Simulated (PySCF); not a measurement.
Atomic charges by several schemes

C₃HF₃N (charge -1).
Structure used (GFN2-xTB), in Å, numbered top down from 1:
```xyz
8
C3HF3N angstrom
N      2.7036    0.0605   -0.2896
C      1.5738    0.2897   -0.1446
C      0.2507    0.6321   -0.0377
C     -0.7739   -0.3227   -0.0454
F     -1.1404   -0.9791    1.2921
F     -2.0134    0.1534   -0.3601
F     -0.5913   -1.4335   -0.7863
H      0.0001    1.6090    0.3468
```

Density: PBE0/pcSseg-1 (PySCF); schemes: Mulliken, IAO, Hirshfeld and ESP-fitted. Geometry: GFN2-xTB; no solvent, vibrations or thermal averaging. The pcSseg-1 basis has no diffuse functions, a weakness for an anion.

Q: Atoms with like bonding are taken together and averaged. At which atom do the 4 schemes differ most?

A: At C3: from -1.228 (ESP-fitted) to -0.255 e (Hirshfeld), 0.973 e apart.

Q: For which atoms does the sign change between the 4 schemes (beyond +0.03 e in one, beyond −0.03 e in another)?

A: For none.

Q: Do the Mulliken, IAO, Hirshfeld and ESP-fitted schemes agree on where the charge is lowest?

A: The schemes don't all agree: Mulliken C3 (-0.475); IAO C3 (-0.534); Hirshfeld N1 (-0.388); ESP-fitted C3 (-1.228).

Q: Give the atomic charges in each scheme.

A: In e; atoms taken as equivalent share a row and are averaged (×n: the atom named and its like, n in all):

```tsv
atom	environment	Mulliken	IAO	Hirshfeld	ESP-fitted
N1	nitrogen bonded to C	-0.401	-0.441	-0.388	-0.742
C2	carbon bonded to C and N	+0.060	+0.137	-0.008	+0.708
C3	carbon bonded to 2 C and H	-0.475	-0.534	-0.255	-1.228
C4	CF3 carbon	+0.779	+0.749	+0.205	+0.923
F5/F6/F7	fluorine of a CF3 group	-0.353	-0.353	-0.188	-0.326
H8	hydrogen on C3	+0.095	+0.148	+0.010	+0.317
```

Mean size of the charges over all atoms: ESP-fitted 0.612 e, IAO 0.384 e, Mulliken 0.358 e, Hirshfeld 0.179 e. Each set sums to the total charge, -1, to within 0.001 e. The IAO scheme counts the electrons in orthogonalised intrinsic atomic orbitals, a minimal basis polarised so that it spans the occupied orbitals exactly. The Mulliken scheme gives each basis function's population to the atom it is centred on and halves the overlap population of two atoms between them.

Some averages cover members that differ in this geometry: F5/F6/F7, Hirshfeld -0.287 to -0.128; F5/F6/F7, ESP-fitted -0.422 to -0.264; F5/F6/F7, IAO -0.447 to -0.296; F5/F6/F7, Mulliken -0.444 to -0.293 e.

Q: How closely do the schemes follow one another over all atoms?

A: Correlation coefficient and root-mean-square difference: Mulliken with IAO 0.99, 0.043 e; IAO with Hirshfeld 0.94, 0.250 e; Mulliken with Hirshfeld 0.92, 0.243 e; IAO with ESP-fitted 0.92, 0.346 e; Hirshfeld with ESP-fitted 0.89, 0.531 e; Mulliken with ESP-fitted 0.88, 0.383 e.

Q: How many electrons does the IAO scheme count on F5?

A: Its own charge is -0.447 e, so Z − q = 9.447.

Q: Sum the charges by element, for elements with more than one atom.

A: 
```tsv
element	atoms	Mulliken	IAO	Hirshfeld	ESP-fitted
C	3	+0.364	+0.352	-0.058	+0.402
F	3	-1.058	-1.060	-0.563	-0.978
```
